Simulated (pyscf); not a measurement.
PySCF, gas phase, ωB97X-D3(BJ)/def2-SVP geometries.

SMILES: FC(F)(F)C(F)(Cl)Cl
```xyz
8

F     -1.3375     0.1548    -0.0575
C     -0.4285    -0.3468    -0.8878
F      0.6289     0.4547    -0.9104
F     -0.9536    -0.4108    -2.1077
C     -0.0267    -1.7720    -0.4199
F     -1.1391    -2.5217    -0.4245
Cl     1.1466    -2.4532    -1.5378
Cl     0.6258    -1.6978     1.2109
```
Charge 0, spin multiplicity 1.

Q: What is the homolytic dissociation enthalpy (298 K, ωB97M-D3(BJ)/def2-TZVP) of the C–C bond of F–C(F)(F)–C(F)(Cl)–Cl, to F–C•(F)–F + F–C•(Cl)–Cl?

A: C–C to F–C•(F)–F + F–C•(Cl)–Cl: 87.5 kcal/mol. The 7 functionals that were run give +78.0 (PBE) to +87.9 kcal/mol (M06-2X).
